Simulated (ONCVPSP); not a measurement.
Reading a pseudo-wave (Ca (Z = 20))

Columns: radius, all-electron u(r) and pseudo u(r) of the 3p shell (level -29.35 eV) of calcium in the configuration [Ne] 3s2 3p6 4s1 4p1; PBE, scalar-relativistic, ONCV scheme, ONCVPSP 4.0.1.

| r (bohr) | all-electron | pseudo |
| --- | --- | --- |
| 0.128 | -0.3997 | 0.0305 |
| 0.255 | -0.4256 | 0.1168 |
| 0.382 | -0.1132 | 0.2473 |
| 0.510 | 0.2663 | 0.4057 |
| 0.638 | 0.5799 | 0.5704 |
| 0.765 | 0.7923 | 0.7198 |
| 0.893 | 0.9110 | 0.8395 |
| 1.020 | 0.9529 | 0.9168 |
| 1.148 | 0.9405 | 0.9488 |
| 1.275 | 0.8931 | 0.9373 |
| 1.402 | 0.8254 | 0.8896 |
| 1.530 | 0.7473 | 0.8151 |
| 1.658 | 0.6665 | 0.7252 |
| 1.785 | 0.5883 | 0.6312 |
| 1.912 | 0.5146 | 0.5410 |
| 2.040 | 0.4466 | 0.4595 |
| 2.168 | 0.3854 | 0.3900 |
| 2.295 | 0.3314 | 0.3324 |
| 2.422 | 0.2838 | 0.2839 |
| 2.550 | 0.2420 | 0.2420 |
| 2.678 | 0.2059 | 0.2058 |
| 2.805 | 0.1750 | 0.1750 |
| 2.932 | 0.1486 | 0.1486 |
| 3.060 | 0.1258 | 0.1258 |
| 3.188 | 0.1065 | 0.1065 |
| 3.315 | 0.0901 | 0.0901 |

Question: How many radial nodes do the two functions have?

Answer: The all-electron 3p function has n − l − 1 = 1; the pseudo-wave has 0, since the states of the same l below it are removed with the core.

Question: At about which radius was the pseudo-wave matched?

Answer: 2.55 bohr. The columns agree to 0.0005 from 2.42 bohr on; several derivatives are matched, so the curves merge somewhat inside the radius.

Question: Is the pseudo-wave norm-conserving?

Answer: Yes: the ONCV scheme keeps the norm inside the radius equal to the all-electron one, which fixes the energy derivative of the logarithmic derivative at the level.
